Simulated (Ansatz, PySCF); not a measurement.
Species: CaCl$_{2}$, net charge -1, doublet state. 
Geometry from a B3LYP-D3(BJ)/def2-TZVP (Ansatz, a first-principles code) optimisation:
```xyz
3

Ca    -0.4094     0.5425    -0.2849
Cl     1.8522     0.0866    -1.3754
Cl    -1.3705    -0.7249     1.7106
```
Charge -1, spin multiplicity 2.

Total electronic energies in hartree. Valence correlation only, unless marked. UHF or UKS for open shells. Spin-orbit coupling is left out. The frozen core is the preceding noble-gas configuration, with the filled d and f shells of earlier blocks. The outer core of K, Ca and their heavier congeners is not correlated, a term that matters for these elements. No relativistic terms. CBS marks a two-point X^-3 extrapolation of the correlation energy; Hartree-Fock from the larger set. The bracket is a focal-point correction in the basis named.

| level | program | energy (Eh) |
|---|---|---|
| HF/def2-QZVPP | Ansatz | -1596.04766 |
| PBE-D3(BJ)/def2-TZVPD | Ansatz + dftd3 | -1597.63533 |
| BLYP-D3(BJ)/def2-TZVPD | Ansatz + dftd3 | -1598.23844 |
| BLYP/def2-TZVPD | PySCF | -1598.23289 |
| revPBE-D3(BJ)/def2-TZVPD | Ansatz + dftd3 | -1597.96316 |
| BP86-D3(BJ)/def2-TZVPD | PySCF + dftd3 | -1598.39637 |
| B3LYP-D4/def2-TZVPD | Ansatz + dftd4 | -1598.28988 |
| PBE0/6-31G* | Ansatz | -1597.65550 |
| PBE0-D3(BJ)/def2-TZVP | Ansatz + dftd3 | -1597.75248 |
| PBE0-D3(BJ)/def2-TZVPD | Ansatz + dftd3 | -1597.75552 |
| BHLYP/def2-TZVPD | Ansatz | -1598.24447 |
| TPSSh/def2-TZVPD | PySCF | -1598.27702 |
| PW6B95/def2-TZVPD | PySCF | -1599.40556 |
| HSE06-D3(BJ)/def2-TZVPD | Ansatz + dftd3 | -1597.73147 |
| LC-wPBE/def2-TZVPD | Ansatz | -1597.82834 |
| MP2/STO-3G | Ansatz | -1579.22159 |
| MP2/def2-SVP | Ansatz | -1595.87724 |
| MP2/def2-TZVPP | Ansatz | -1596.41038 |
| MP2/def2-TZVPPD | Ansatz | -1596.41798 |
| SCS-MP2/def2-TZVPPD | Ansatz | -1596.40931 |
| CCSD/STO-3G | Ansatz | -1579.22420 |
| CCSD/def2-TZVPP | Ansatz | -1596.44346 |
| RI-MP2/CBS(def2-TZVPPD,def2-QZVPPD)+[CCSD(T)-MP2]/def2-TZVPPD | Ansatz | -1596.5824 |

Totals of different functionals don't rank their quality; only differences between species are comparable.
